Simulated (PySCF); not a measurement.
C2H2Cl2, SMILES Cl/C=C/Cl. Atoms are numbered in the order given.

```xyz
6

Cl    -0.0509    -2.1627     0.0000
C      0.4457    -0.5037     0.0000
C     -0.4457     0.5037     0.0000
Cl     0.0509     2.1627     0.0000
H      1.5341    -0.3427     0.0000
H     -1.5341     0.3427     0.0000
```
Charge 0, spin multiplicity 1.

Geometry optimised at PBE-D3(BJ)/def2-SVP.

All values below come from B3LYP/pcJ-1 in PySCF.

Isotropic couplings with Fermi-contact, spin-dipole and both spin-orbit terms, one fixed conformer, no vibrational averaging. Isotopes: 13C, 1H.

```tsv
pair	bonds apart	J (Hz)
C2–C3	1	[?]
C2–H5	1	[?]
C3–H6	1	[?]
C2–H6	2	1.2
C3–H5	2	1.2
H5–H6	3	14.0
```

### Question
Complete the blanks. (An estimate is asked for; the answer gives what the named calculation found.)

### Answer

- C2–C3, J (Hz): 103.5
- C2–H5, J (Hz): 212.2
- C3–H6, J (Hz): 212.2
